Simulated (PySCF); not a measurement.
**`InChI=1S/C6H11FO/c1-4(2)8-6-3-5(6)7/h4-6H,3H2,1-2H3/t5-,6-/m1/s1`**

Molfile (atoms numbered from 1):
```
C6H11FO
     RDKit          3D

 19 19  0  0  0  0  0  0  0  0999 V2000
   -1.8209   -1.0742   -0.1848 C   0  0  0  0  0  0  0  0  0  0  0  0
   -1.0199    0.1936    0.1137 C   0  0  0  0  0  0  0  0  0  0  0  0
   -1.7509    1.0858    1.1102 C   0  0  0  0  0  0  0  0  0  0  0  0
    0.2477   -0.1145    0.6989 O   0  0  0  0  0  0  0  0  0  0  0  0
    1.2183   -0.5418   -0.1897 C   0  0  2  0  0  0  0  0  0  0  0  0
    2.6434   -0.1682    0.1070 C   0  0  0  0  0  0  0  0  0  0  0  0
    1.9298    0.4717   -1.0412 C   0  0  1  0  0  0  0  0  0  0  0  0
    2.2864    0.1083   -2.3082 F   0  0  0  0  0  0  0  0  0  0  0  0
   -1.3295   -1.6764   -0.9452 H   0  0  0  0  0  0  0  0  0  0  0  0
   -1.9187   -1.6669    0.7217 H   0  0  0  0  0  0  0  0  0  0  0  0
   -2.8113   -0.8087   -0.5439 H   0  0  0  0  0  0  0  0  0  0  0  0
   -0.8528    0.7468   -0.8242 H   0  0  0  0  0  0  0  0  0  0  0  0
   -2.7045    1.4040    0.6993 H   0  0  0  0  0  0  0  0  0  0  0  0
   -1.9217    0.5379    2.0325 H   0  0  0  0  0  0  0  0  0  0  0  0
   -1.1491    1.9617    1.3358 H   0  0  0  0  0  0  0  0  0  0  0  0
    1.0469   -1.5161   -0.6433 H   0  0  0  0  0  0  0  0  0  0  0  0
    2.8295    0.4427    0.9753 H   0  0  0  0  0  0  0  0  0  0  0  0
    3.4080   -0.8957   -0.1129 H   0  0  0  0  0  0  0  0  0  0  0  0
    1.6594    1.5192   -1.0085 H   0  0  0  0  0  0  0  0  0  0  0  0
  1  2  1  0
  2  3  1  0
  2  4  1  0
  4  5  1  0
  5  6  1  0
  6  7  1  0
  7  8  1  0
  7  5  1  0
  1  9  1  0
  1 10  1  0
  1 11  1  0
  2 12  1  0
  3 13  1  0
  3 14  1  0
  3 15  1  0
  5 16  1  6
  6 17  1  0
  6 18  1  0
  7 19  1  6
M  END
```

Computed, not measured: GIAO wB97X-D/pcSseg-1 magnetisability, rotational g tensor and spin-rotation constants, non-relativistic, gas phase in PySCF. Geometry: GFN2-xTB.

Q: Give the nuclear spin-rotation constants along the inertial axes (H = +C I·J) beside the isotropic shieldings.

A: Rotational constants 3.8055, 1.0755, 1.0077 GHz. A star marks the isotopologue with that one atom substituted, in its own axes.
```csv
atom,isotope,Caa (kHz),Cbb (kHz),Ccc (kHz),mean (kHz),σ (ppm)
F8,19F,1.799,0.406,0.197,0.800,411.3
H9,1H,-0.143,-0.062,-0.093,-0.099,29.9
H10,1H,-0.339,-0.089,-0.031,-0.153,30.8
H11,1H,-0.177,-0.077,-0.089,-0.115,30.9
H12,1H,-0.224,-0.072,-0.028,-0.108,28.2
H13,1H,-0.214,-0.072,-0.083,-0.123,30.9
H14,1H,-0.289,-0.084,-0.045,-0.139,30.6
H15,1H,-0.339,-0.053,-0.060,-0.150,30.6
H16,1H,-0.423,-0.034,-0.017,-0.158,28.1
H17,1H,-0.427,0.013,-0.111,-0.175,30.8
H18,1H,-0.179,-0.119,-0.049,-0.116,30.6
H19,1H,-0.369,-0.118,0.060,-0.142,27.3
C1,13C*,0.630,0.153,0.134,0.306,165.0
C2,13C*,0.857,0.241,0.238,0.445,111.0
C3,13C*,0.562,0.160,0.165,0.296,160.6
O4,17O*,-0.433,-0.098,-0.126,-0.219,263.1
C5,13C*,0.638,0.221,0.232,0.364,129.3
C6,13C*,0.457,0.162,0.156,0.258,168.4
C7,13C*,0.701,0.200,0.315,0.405,111.2
```
For the geometry as given, no vibrational averaging.

Q: How do the rotational constants and the g tensor change when H9, H10, H11, H12, H13, H14, H15, H16, H17, H18, H19 are replaced by deuterium?

A: Constants 3.0570, 0.9368, 0.8803 GHz; g -0.0007, -0.0006, -0.0048, against 0.0000, -0.0009, -0.0053 before.
